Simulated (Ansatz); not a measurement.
Two structures of BH₂SF₃, closed shell, reached by relaxing down either side of one saddle point (PBE0-D4/def2-TZVP). Energies are electronic, without zero-point energy. Computed with Ansatz 0.2.0 (basis: def2-TZVPP and def2-QZVPP); correlated methods freeze the cores. Extrapolation: Hartree–Fock as exp(−7.88 √X), correlation as X^−2.97. First:

```csv
atom,x (Å),y (Å),z (Å)
B1,-0.5762,0.0306,-0.9741
S2,0.7530,1.0100,-0.2183
F3,-0.3366,-1.0939,-1.6088
F4,-1.8083,0.4743,-0.8910
H5,0.2625,0.0082,1.7855
F6,-0.0223,-0.5751,2.4528
H7,1.7279,0.1458,-0.5462
```

Second:

B1  (-1.060, -0.600, -0.247)
S2  (1.244, 1.076, -0.198)
F3  (-0.735, -1.146, -1.401)
F4  (-1.897, 0.416, -0.213)
H5  (1.099, 1.397, 1.097)
F6  (-0.736, -1.213, 0.876)
H7  (2.086, 0.070, 0.086)
(Å)

Question: Which bonds change from the first to the second?

Answer: BHSF₂ ([F][B]([F])[SH]) + HF → BF₃ ([F][B]([F])[F]) + H₂S; bonds formed: B1–F6, S2–H5; bonds broken: B1–S2, H5–F6.

Question: Give the saddle point's structure and its height above each. (To be estimated.)

Answer: Computed: 69.8 kJ/mol above the first and 148.9 kJ/mol above the second (CCSD(T) at an estimated basis limit (MP2 extrapolated from triple and quadruple zeta, plus CCSD(T) − MP2 in triple zeta)).
| atom | x (Å) | y (Å) | z (Å) |
| --- | --- | --- | --- |
| B1 | -0.5994 | -0.1670 | -0.3079 |
| S2 | 0.9073 | 1.1253 | -0.1397 |
| F3 | -0.3368 | -1.2459 | -1.0402 |
| F4 | -1.7791 | 0.4329 | -0.4287 |
| H5 | 0.3884 | 0.1986 | 1.1623 |
| F6 | -0.4288 | -0.5755 | 1.2414 |
| H7 | 1.8484 | 0.2314 | -0.4873 |

The T1 diagnostic stays at or below 0.013.

Labels in which every atom is bracketed show which atoms are joined, not bond orders.

For scale, one of the runs: CCSD(T)/def2-TZVPP, 194 basis functions, launched by `ansatz run in.yaml --threads 4 --pin off --events-out ev --progress --plain --max-ram 9574MiB`. The run took 44 s on 4 CPU threads of an Arm Neoverse V2 (shared host), with 2.4 GiB of host memory at its peak.
